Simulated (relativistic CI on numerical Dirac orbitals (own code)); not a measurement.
Calculated at this level of theory: Dirac-Coulomb-Breit CI, KLI orbitals optimised for each configuration, model QED (radiative potential, 1s self-energy scaled to tabulated hydrogen-like ionisation energies), unscaled Slater integrals (own radial code, finite nucleus).

The strongest absorption lines from the ground level of an ion, among the configurations computed and to levels below about 263 eV (vacuum wavelength in nm, gf): 4.8676 (0.0003), 10.459 (0.0065), 11.655 (0.0049), 12.387 (0.65), 12.816 (0.072), 14.163 (0.14), 16.822 (0.036), 19.751 (0.092).

Problem. Which ion is it?
A. Zn XVII
B. Kr XXIII
C. Se XXI
D. Se XIX

Solution. C. Se XXI has 14 electrons and the ground level 3s²3p² ³P0; the strongest line goes to 3s²3p3d ³D°1. The pattern of lines fixes the number of electrons, and along that sequence the line energies rise steadily with the charge (about as its square where n changes within one kind of shell, about linearly where n is kept but much faster in heavy ions where fine structure, which grows about as Z⁴, sets the gap, and irregularly where shells cross), which fixes Z. Configurations outside the model, such as inner-shell arrays, can give stronger lines. At this charge energies of transitions that change n are usually good to better than 1 %, and those within a shell (Δn = 0) to a few per cent.

LS names give the leading component of a level, which can be under half, so a name can repeat, a term be missing and a line seem to break the LS rules.
